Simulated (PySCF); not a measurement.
**Worked example: oscillator strength and radiative lifetime**

CH5S, SMILES C[SH2+], charge +1.

Geometry optimised at B3LYP-D3(BJ)/def2-TZVP. The isomer is the one that the SMILES or the coordinates give; other isomers of the formula were not compared.

TDA-CAM-B3LYP/def2-TZVPD run with PySCF 2.14.0 puts the first singlet state with f over 0.02 at 8.53 eV (vertical), with the transition dipole (-0.488, 0.125, 0.000) in atomic units.

Find the oscillator strength, the wavelength and the radiative lifetime that this transition would have in vacuum if emission retraced absorption.


|μ|² = 0.2538 au, so |μ| = 1.28 D. ΔE = 8.53/27.211 = 0.3135 hartree. f = (2/3) ΔE |μ|² = 0.053 (the program prints 0.053).
λ = 1239.84/8.53 = 145 nm; ν = 68799 cm⁻¹.
Einstein's coefficient A = 0.6670 ν² f s⁻¹ (ν in cm⁻¹) = 1.7e8 s⁻¹, so τ = 1/A = 6.0 ns. This state is S1. The figure is the radiative limit of this one transition; relaxation, internal conversion, crossing to triplets and a medium change what is measured.
